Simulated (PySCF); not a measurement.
[W(Cl)6], neutral singlet in the gas phase. 

Cartesian coordinates (Å):
```xyz
7

W      0.0000     0.0000     0.0000
Cl     1.3854     1.2014     1.4092
Cl    -0.9797    -1.0174     1.8313
Cl    -1.5713     1.6940     0.1004
Cl     0.9797     1.0174    -1.8313
Cl     1.5713    -1.6940    -0.1004
Cl    -1.3854    -1.2014    -1.4092
```
Charge 0, multiplicity 1.

All levels are single points at this geometry (r2SCAN-D4/def2-SVP); Pople sets use spherical d functions. Orbital energies aren't observables, and empty levels follow the basis.

PBE/6-31G* (LANL2DZ on W) in PySCF gives gap (eV) = 1.91.

Task: Estimate the gap (eV) from each of these levels: B3LYP-D3(BJ)/def2-TZVP in PySCF; PBE-D3(BJ)/def2-TZVP in PySCF; TPSSh-D3(BJ)/def2-TZVP in PySCF; B3LYP/6-311+G** (LANL2DZ on W) in PySCF; B3LYP/LANL2DZ in PySCF; BP86/6-31G* (LANL2DZ on W) in PySCF; M06-2X/6-31G* (LANL2DZ on W) in PySCF; HF/6-31G* (LANL2DZ on W) in PySCF.

Result: 
```json
[
 {"level": "B3LYP-D3(BJ)/def2-TZVP in PySCF", "gap (eV)": "3.48"},
 {"level": "PBE-D3(BJ)/def2-TZVP in PySCF", "gap (eV)": "2.13"},
 {"level": "TPSSh-D3(BJ)/def2-TZVP in PySCF", "gap (eV)": "2.91"},
 {"level": "B3LYP/6-311+G** (LANL2DZ on W) in PySCF", "gap (eV)": "3.19"},
 {"level": "B3LYP/LANL2DZ in PySCF", "gap (eV)": "3.15"},
 {"level": "BP86/6-31G* (LANL2DZ on W) in PySCF", "gap (eV)": "1.89"},
 {"level": "M06-2X/6-31G* (LANL2DZ on W) in PySCF", "gap (eV)": "5.42"},
 {"level": "HF/6-31G* (LANL2DZ on W) in PySCF", "gap (eV)": "8.99"}
]
```
